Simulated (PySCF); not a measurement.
## Radial density of O (oxygen, neutral)

CAM-B3LYP, [He] 2s1 2p5, high-spin 3P determinant (an excited configuration). Calculation: PySCF 2.14, in aug-cc-pVTZ with one added diffuse shell each of s, p, d, f type (6s5p4d3f, 62 functions); the non-relativistic Hamiltonian (point nucleus).

```json
{"r (bohr)": "0.00366", "4πr²ρ (e/bohr)": "0.04793", "4πr²(ρα − ρβ)": "0.0013"}
{"r (bohr)": "0.00615", "4πr²ρ (e/bohr)": "0.1308", "4πr²(ρα − ρβ)": "0.0035"}
{"r (bohr)": "0.0103", "4πr²ρ (e/bohr)": "0.3451", "4πr²(ρα − ρβ)": "0.0093"}
{"r (bohr)": "0.0174", "4πr²ρ (e/bohr)": "0.8739", "4πr²(ρα − ρβ)": "0.0234"}
{"r (bohr)": "0.0293", "4πr²ρ (e/bohr)": "2.045", "4πr²(ρα − ρβ)": "0.0545"}
{"r (bohr)": "0.0493", "4πr²ρ (e/bohr)": "4.226", "4πr²(ρα − ρβ)": "0.1106"}
{"r (bohr)": "0.0828", "4πr²ρ (e/bohr)": "7.058", "4πr²(ρα − ρβ)": "0.1767"}
{"r (bohr)": "0.139", "4πr²ρ (e/bohr)": "8.388", "4πr²(ρα − ρβ)": "0.1914"}
{"r (bohr)": "0.234", "4πr²ρ (e/bohr)": "6.021", "4πr²(ρα − ρβ)": "0.1797"}
{"r (bohr)": "0.394", "4πr²ρ (e/bohr)": "3.433", "4πr²(ρα − ρβ)": "0.6267"}
{"r (bohr)": "0.663", "4πr²ρ (e/bohr)": "4.262", "4πr²(ρα − ρβ)": "1.6409"}
{"r (bohr)": "1.12", "4πr²ρ (e/bohr)": "3.917", "4πr²(ρα − ρβ)": "1.5235"}
{"r (bohr)": "1.88", "4πr²ρ (e/bohr)": "1.467", "4πr²(ρα − ρβ)": "0.3876"}
{"r (bohr)": "3.16", "4πr²ρ (e/bohr)": "0.2008", "4πr²(ρα − ρβ)": "0.0018"}
{"r (bohr)": "5.31", "4πr²ρ (e/bohr)": "0.004534", "4πr²(ρα − ρβ)": "-0.0019"}
{"r (bohr)": "8.93", "4πr²ρ (e/bohr)": "1.743e-05", "4πr²(ρα − ρβ)": "0.0000"}
```
